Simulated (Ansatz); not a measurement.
`[OH][Hf]([OH])([OH])[SeH]`. Total charge 0; spin multiplicity 1. Hf: def2 effective core potential.

```xyz
9

O     1.354    0.462    1.216
Hf   -0.077    0.139   -0.020
O    -0.953    1.752   -0.566
O    -1.309   -1.103    0.769
Se    0.882   -0.857   -2.242
H     1.893    0.422    1.999
H    -1.179    2.675   -0.605
H    -2.134   -1.547    0.934
H     1.524   -1.944   -1.486
```

Q: List the harmonic frequencies (cm⁻¹, unscaled) at PBE0-D4/def2-TZVP in Ansatz. (An estimate is asked.)

A: Computed: 68, 102, 112, 136, 154, 165, 170, 218, 226, 236, 251, 269, 335, 455, 684, 688, 715, 2425, 4012, 4017, 4021.

Q: Is this a minimum?

A: Yes, all 21 modes are real.

Q: Give the ideal-gas thermochemistry at 298.15 K and 1 bar (rigid rotor, harmonic oscillator; point group C1, symmetry number 1).

A: Zero-point energy 116.4 kJ/mol; H(298) − E = 148.0 kJ/mol; entropy 442.3 J/(mol·K), of which translation 180.4, rotation 122.7, vibration 139.2; G(298) − E = 16.1 kJ/mol. Modes under 100 cm⁻¹ are hindered rotations or soft bends, so the harmonic entropy is rough.

Q: And at 400, 500, 600, 800 and 1000 K?

A: 
```
T (K)  H − E (kJ/mol)  S (J/mol/K)  G − E (kJ/mol)
  400           163.7        487.7           -31.4
  500           179.9        523.8           -82.0
  600           196.5        554.0          -135.9
  800           230.6        603.0          -251.8
 1000           265.6        642.1          -376.5
```
